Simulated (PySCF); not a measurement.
How methods differ on the ionisation energy of Te³³⁺

Te³³⁺ [Ar] 3d1 (2D) → Te³⁴⁺ [Ar] (1S), as a difference of total energies. All numbers are calculated (PySCF 2.14, the non-relativistic Hamiltonian (point nucleus), in an uncontracted even-tempered set (16 s from 5 bohr⁻², ratio 2.5; 11 p from 6.5 bohr⁻², ratio 2.5; 8 d from 6.5 bohr⁻², ratio 2.5; 4 f from 23 bohr⁻², ratio 2.7; 3 g from 34 bohr⁻², ratio 2.7)). Correlated levels: outer shells: [Ne] frozen; virtual orbitals above 40 to 60 times the deepest correlated orbital energy dropped. The calculations carry no spin-orbit coupling.

| method | ionisation energy (eV) |
| --- | --- |
| UHF | 2058.6 |
| LDA | 2059.8 |
| PBE | 2060.4 |
| PBE0 | 2060.4 |
| r2SCAN | 2061.0 |
| BP86 | 2060.8 |
| B3LYP | 2060.9 |
| MP2 (outer shells) | 2058.3 |
| SCS-MP2 (outer shells) | 2058.3 |

A first-order spin-orbit estimate (lowest level to lowest level, LS coupling) adds 8.128 eV.

All relativistic terms are absent from these numbers, so their closeness to the reference says little about the methods.

First order in ζ underestimates the shift of j = l − 1/2 levels at high Z.

For comparison: 2066 ± 5 eV (theoretical estimate listed by NIST; NIST Atomic Spectra Database, ionization energies).
